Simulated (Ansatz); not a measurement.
Ansatz (a program for electronic structure) input:

Ansatz 0.2 input:
```yaml
crystal:
  periodic: [false, false, false]
  atoms:
    - {symbol: B, position_ang: [-0.03634620, 0.49810891, 0.56483140]}
    - {symbol: N, position_ang: [-1.22408124, 0.01871396, 0.00071665]}
    - {symbol: N, position_ang: [1.20802127, 0.03852340, 0.11870611]}
    - {symbol: H, position_ang: [-1.24423641, -0.66830019, -0.74470861]}
    - {symbol: H, position_ang: [-2.14668501, 0.30654216, 0.27297103]}
    - {symbol: H, position_ang: [2.09493004, 0.33961947, 0.48053291]}
    - {symbol: H, position_ang: [1.31147606, -0.65020266, -0.61800228]}
basis:
  gaussian:
    orbitals: def2-TZVP
hamiltonian:
  xc: b3lyp
  dispersion: d3bj
magnetization: {spin_polarized: true, initial_magnetization: 1}
relax: {f_tol: 0.002, max_steps: 150}
```

Q: Which total energy does the run end on?

A: -136.84015 Eh (B3LYP-D3(BJ)/def2-TZVP). The basis has 117 functions.

It need not be the lowest isomer of its formula.
